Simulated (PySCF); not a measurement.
Isomers of C8H8. Method: PBE0-D3(BJ)/def2-SVP geometry optimisation, gas phase (PySCF). Energies are electronic, without zero-point or thermal terms, for one conformer each. No frequencies were run at this level. Point groups hold within 0.08 Å.

Problem. Rank from lowest to highest electronic energy at this level (kcal/mol).
A. `[CH:1]1=[CH:2]\[CH:3]=[CH:4]/[CH:5]=[CH:6]\[CH:7]=[CH:8]/1` with C1–C2–C3–C4 55°, C3–C4–C5–C6 -55°, C5–C6–C7–C8 55°, C2–C1–C8–C7 -55° (cyclooctatetraene)
B. 1-cyclopropylpenta-1,3-diyne (`CC#CC#CC1CC1`)
C. `[CH:1]#[C:2][CH:3]=[C:4]=[CH:5][CH2:6][CH:7]=[CH2:8]` with C4–C5–C6–C7 116°, C5–C6–C7–C8 116°
D. `C=CC#CC=C1CC1`
E. `[CH:1]#[C:2][C:3]#[C:4][CH2:5][CH2:6][CH:7]=[CH2:8]` with C4–C5–C6–C7 179°, C5–C6–C7–C8 119°
F. `C1(=C)C=CC=CC=C1`
G. `C1=CC2C=CC1C=C2` (bicyclo[2.2.2]octa-2,5,7-triene)
H. `c1ccc2c(c1)CC2` (benzocyclobutene)

Solution. H (0.0), F (22.6), G (32.6), A (33.9), B (78.1), D (79.9), E (87.0), C (90.1).

As drawn, the lowest has an aromatic ring and a four-membered ring, which the highest lacks; the highest has a C≡C bond, cumulated double bonds and a C=C bond outside aromatic rings, which the lowest lacks. Neighbours under 2.5 kcal/mol apart (C1=CC2C=CC1C=C2 and C1=C\C=C/C=C\C=C/1; CC#CC#CC1CC1 and C=CC#CC=C1CC1) can change places with a better method, another conformer or zero-point energy.

```csv
SMILES,E (Eh),E rel (kcal/mol),dipole (D),point group,"A, B, C (MHz)"
c1ccc2c(c1)CC2,-309.05607,0.0,0.48,C2v,"4457, 2091, 1449"
C=C1C=CC=CC=C1,-309.02011,22.6,0.72,C2v,"3694, 1999, 1297"
C1=CC2C=CC1C=C2,-309.00419,32.6,0.00,D3h,"2888, 2820, 2819"
C1=C\C=C/C=C\C=C/1,-309.00202,33.9,0.00,D2d,"2702, 2697, 1523"
CC#CC#CC1CC1,-308.93167,78.1,0.33,near Cs,"12570, 615.7, 613.8"
C=CC#CC=C1CC1,-308.92877,79.9,0.87,near Cs,"6589, 793.8, 715.4"
C#CC#CCCC=C,-308.91741,87.0,1.10,C1,"12907, 599.5, 587.3"
C#CC=C=CCC=C,-308.91243,90.1,0.88,C1,"10815, 660.4, 645.4"
```
